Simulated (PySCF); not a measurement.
Geometry:
```csv
atom,x (Å),y (Å),z (Å)
C1,2.977,-0.772,-0.238
C2,1.562,-0.271,-0.153
O3,0.616,-1.009,0.118
N4,1.320,1.039,-0.384
Si5,-0.412,1.487,-0.241
Si6,-1.331,0.634,1.768
Si7,-2.365,-1.097,0.534
Si8,-1.769,-0.008,-1.479
H9,3.386,-0.599,-1.245
H10,3.618,-0.240,0.481
H11,2.992,-1.845,-0.018
H12,2.084,1.665,-0.611
H13,-0.420,2.955,-0.531
H14,-2.335,1.574,2.370
H15,-0.344,0.265,2.829
H16,-1.780,-2.456,0.724
H17,-3.847,-1.173,0.748
H18,-1.069,-0.796,-2.540
H19,-2.939,0.689,-2.110
```

PySCF 2.14.0 with density-fitted response routines calculation with PBE0-D3(BJ)/def2-SVP geometry and GIAO PBE0/pcSseg-1 shieldings; isolated molecule, single conformer, equivalent nuclei averaged, non-relativistic.

Scale: TMS for ¹³C, ¹H, ²⁹Si; ¹⁷O vs H2O; ¹⁵N vs NH3 (reference shieldings calculated alike).

```csv
atoms,nucleus,count,Hirshfeld charge,δ (ppm)
H15/H18,¹H,2,-0.07,4.19
H17,¹H,1,-0.08,3.89
Si5,²⁹Si,1,0.21,?
O3,¹⁷O,1,-0.22,467.4
H13,¹H,1,-0.08,?
C1,¹³C,1,-0.12,23.2
H14/H19,¹H,2,-0.08,4.06
C2,¹³C,1,0.19,179.9
Si6/Si8,²⁹Si,2,0.12,?
H16,¹H,1,-0.07,4.39
H12,¹H,1,0.14,4.45
Si7,²⁹Si,1,0.13,-90.8
N4,¹⁵N,1,-0.20,?
H9/H10/H11,¹H,3,0.06,2.03
```

Task: Fill in the missing shifts.

Result: 
- H13: 5.27 ppm, hydrogen on a silicon bonded to N, 2 Si, in a 4-membered ring
- N4: 126.6 ppm, amide-type nitrogen
- Si5: -22.6 ppm, silicon bonded to N, 2 Si, H, in a 4-membered ring
- Si6/Si8: -73.0 ppm, silicon bonded to 2 Si, 2 H, in a 4-membered ring

OH/NH shifts are gas-phase values; hydrogen bonding in solution moves them, usually downfield. Shifts are as computed. Against solution values, carbons near 30 ppm lie about +2 ppm off and those near 130 ppm about +5 ppm. Of 1211 compounds with measured shifts, 218 miss one by over three times the rms of a fit or turn the order of signals round; such compounds aren't used in these exercises. Hydrogen bonding in solution shields acid and N–H amide carbonyl oxygens by tens of ppm. Hydrogen bonding in solution deshields acid and N–H amide carbonyl carbons by as much as 10 ppm beyond these values. Unscaled 17O shifts of doubly bonded oxygen tend to come out too high, by tens of ppm or more. Experimental scales use liquid or dissolved standards, which lie at an offset from isolated NH3 (liquid NH3: subtract about 20 ppm) and H2O (liquid H2O: subtract about 36 ppm).
